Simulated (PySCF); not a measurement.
Computed IR spectrum (relative IR intensity) of a molecule C6H4O2. Coordinates come from a PBE0-D3(BJ)/def2-SVP optimisation. Other conformers were not sampled. Level of theory: PBE0-D3(BJ)/def2-SVP (PySCF). No scaling factor is applied to the harmonic values.

Lines under 2 % of the strongest are left out, and lines within 2 cm⁻¹ are merged.

| ν (cm⁻¹) | relative intensity |
|---|---|
| 97 | 3.3 |
| 420 | 7.0 |
| 917 | 21 |
| 945 | 4.3 |
| 1076 | 12 |
| 1335 | 24 |
| 1369 | 2.7 |
| 1693 | 5.8 |
| 1819 | 100 |

**Question.** Which structure fits?
A. C#Cc1cocc1O
B. C#Cc1ccc(O)o1
C. O=C1C=CC(=O)C=C1
D. C#Cc1ccoc1O

**Answer.** C, O=C1C=CC(=O)C=C1
